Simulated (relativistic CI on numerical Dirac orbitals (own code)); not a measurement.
Ru6+ (4d2) in a crystal field

Calculated by Dirac-Coulomb-Breit CI, separate exchange-only KLI orbitals for each configuration, model QED, valence Slater integrals scaled by 0.85, one configuration in a parametric crystal field (own radial code).

Field parameters in Wybourne normalisation: D4h B²₀ = −7Ds, B⁴₀ = 21(Dq − Dt), B⁴₄ = 21√(5/14) Dq; Td as Oh with Dq negative (B⁴₀ = 21Dq, B⁴₄ = √(5/14) B⁴₀). The field is a parameter set, without covalency.

S and J are read from ⟨S²⟩ = S(S + 1) and ⟨J²⟩ = J(J + 1) of each level; they are not fictitious spins.

Td, 10Dq = -8400 cm⁻¹, the lowest 16 levels:

```
E (cm⁻¹)  Degeneracy  Irrep     S     J
     0.0           3     T2  1.00  2.86
    7477           2      E  0.93  2.51
    8333           1     A2  1.00  3.00
    8704           3     T2  0.99  3.23
    9150           3     T1  1.00  3.21
   14019           3     T2  1.00  3.12
   14101           2      E  0.79  3.42
   15576           2      E  0.53  2.89
   15679           3     T1  0.99  3.53
   15848           1     A1  0.96  3.43
   21460           3     T2  0.35  2.31
   23556           1     A1  0.12  3.87
   23980           1     A1  0.98  1.73
   24613           3     T1  0.97  1.77
   25985           2      E  0.98  2.19
   26937           3     T2  0.83  2.32
```

D4h, 10Dq = 21600, Ds = 1870, Dt = -700 cm⁻¹, the lowest 10 levels:

```json
{"E (cm⁻¹)": "0.0", "Degeneracy": "1", "Irrep": "A1", "S": "1.00", "J": "2.84"}
{"E (cm⁻¹)": "217", "Degeneracy": "2", "Irrep": "E", "S": "1.00", "J": "2.97"}
{"E (cm⁻¹)": "7517", "Degeneracy": "1", "Irrep": "B1", "S": "0.96", "J": "2.66"}
{"E (cm⁻¹)": "7796", "Degeneracy": "1", "Irrep": "B2", "S": "0.97", "J": "2.71"}
{"E (cm⁻¹)": "9109", "Degeneracy": "2", "Irrep": "E", "S": "1.00", "J": "3.19"}
{"E (cm⁻¹)": "10009", "Degeneracy": "1", "Irrep": "A2", "S": "1.00", "J": "3.42"}
{"E (cm⁻¹)": "10139", "Degeneracy": "1", "Irrep": "A1", "S": "1.00", "J": "3.54"}
{"E (cm⁻¹)": "13239", "Degeneracy": "1", "Irrep": "B2", "S": "0.11", "J": "3.14"}
{"E (cm⁻¹)": "13698", "Degeneracy": "1", "Irrep": "B1", "S": "0.13", "J": "3.13"}
{"E (cm⁻¹)": "20613", "Degeneracy": "1", "Irrep": "A1", "S": "0.04", "J": "3.11"}
```

D4h, 10Dq = 40200, Ds = -900, Dt = -780 cm⁻¹, the lowest 16 levels:

```tsv
E (cm⁻¹)	Degeneracy	Irrep	S	J
0.0	1	A1	0.99	2.70
196	2	E	1.00	2.78
871	1	B1	0.99	2.66
941	1	B2	0.99	2.71
2495	2	E	1.00	3.33
2952	1	A2	1.00	3.37
3451	1	A1	1.00	3.63
13705	1	B2	0.03	3.17
13871	1	B1	0.03	3.20
14836	2	E	0.02	3.14
15355	1	A1	0.02	3.20
31575	1	A1	0.02	2.87
40833	1	B1	1.00	3.04
40874	1	B2	1.00	2.98
41367	2	E	1.00	3.18
41902	1	A2	1.00	3.46
```

D4h, 10Dq = 23250, Ds = -1050, Dt = -140 cm⁻¹, the lowest 16 levels:

```csv
E (cm⁻¹),Degeneracy,Irrep,S,J
0.0,1,B1,0.99,2.59
128,1,B2,0.99,2.69
789,2,E,0.99,2.83
1067,1,A1,0.99,2.75
2289,1,A2,1.00,3.41
3833,2,E,1.00,3.32
4326,1,A1,1.00,3.64
13427,1,A1,0.05,3.13
13980,2,E,0.09,3.05
16354,1,B2,0.11,3.04
16891,1,B1,0.04,3.13
23186,1,B1,1.00,3.04
23546,1,B2,0.96,2.98
23841,2,E,0.98,3.16
24199,1,A2,1.00,3.48
24287,1,A1,1.00,3.52
```

D4h, 10Dq = 32950, Ds = 2060, Dt = -660 cm⁻¹, the lowest 10 levels:

```json
{"E (cm⁻¹)": "0.0", "Degeneracy": "1", "Irrep": "A1", "S": "1.00", "J": "2.88"}
{"E (cm⁻¹)": "182", "Degeneracy": "2", "Irrep": "E", "S": "1.00", "J": "2.97"}
{"E (cm⁻¹)": "8095", "Degeneracy": "1", "Irrep": "B1", "S": "0.95", "J": "2.70"}
{"E (cm⁻¹)": "8299", "Degeneracy": "1", "Irrep": "B2", "S": "0.96", "J": "2.73"}
{"E (cm⁻¹)": "9575", "Degeneracy": "2", "Irrep": "E", "S": "1.00", "J": "3.16"}
{"E (cm⁻¹)": "10469", "Degeneracy": "1", "Irrep": "A2", "S": "1.00", "J": "3.40"}
{"E (cm⁻¹)": "10548", "Degeneracy": "1", "Irrep": "A1", "S": "1.00", "J": "3.49"}
{"E (cm⁻¹)": "13269", "Degeneracy": "1", "Irrep": "B2", "S": "0.11", "J": "3.16"}
{"E (cm⁻¹)": "13576", "Degeneracy": "1", "Irrep": "B1", "S": "0.14", "J": "3.16"}
{"E (cm⁻¹)": "20822", "Degeneracy": "1", "Irrep": "A1", "S": "0.02", "J": "3.12"}
```

The free-ion ground term has S = 1. Every field shown keeps that spin.

Levels of this model without a field, named by their leading LS term: ³F2 0, ³F3 2720, ³F4 5672, ¹D2 14092, ³P0 14761, ³P1 15946, ³P2 18923, ¹G4 21447 cm⁻¹.
